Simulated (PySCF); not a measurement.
## SnSe: frontier orbitals

PBEsol at R = 2.331 Å; basis Sn def2-TZVPP with ECP28, Se def2-TZVPP; scalar-relativistic core potentials; PySCF 2.14. State: ¹Σ⁺ (singlet), closed shell. Only the outer orbitals are listed, counted within each symmetry, core potentials removing the inner ones.

```csv
orbital,occ.,ε (eV),on Sn (%),main shells (%)
10σ,2,-16.29,15,"83 Se s, 10 Sn s"
11σ,2,-10.86,73,"72 Sn s, 15 Se p, 12 Se s"
12σ,2,-6.31,45,"54 Se p, 31 Sn p, 14 Sn s"
6π,2,-6.16,24,"75 Se p, 22 Sn p"
6π,2,-6.16,24,"75 Se p, 22 Sn p"
7π,0,-3.21,78,"76 Sn p, 21 Se p"
7π,0,-3.21,78,"76 Sn p, 21 Se p"
13σ,0,-0.38,85,"72 Sn p, 15 Se p, 10 Sn d"
```

Which are the highest filled and the lowest empty level, where do they sit, and how wide is the gap?

Highest filled 6π at -6.16 eV (in %: 75 Se p, 22 Sn p); lowest empty 7π at -3.21 eV (in %: 76 Sn p, 21 Se p); the gap at PBEsol is 2.95 eV.

| Quantity | Value |
| --- | --- |
| bond order (Mayer) | 2.33 |
| ⟨S²⟩ | 0.000 |
| charge on Sn (Mulliken, basis-dependent) | 0.38 |
| charge on Sn (Löwdin, basis-dependent) | 0.05 |
| dipole moment (positive dipole means Sn(−)Se(+)) | -2.79 D |

Spin–orbit coupling is left out.
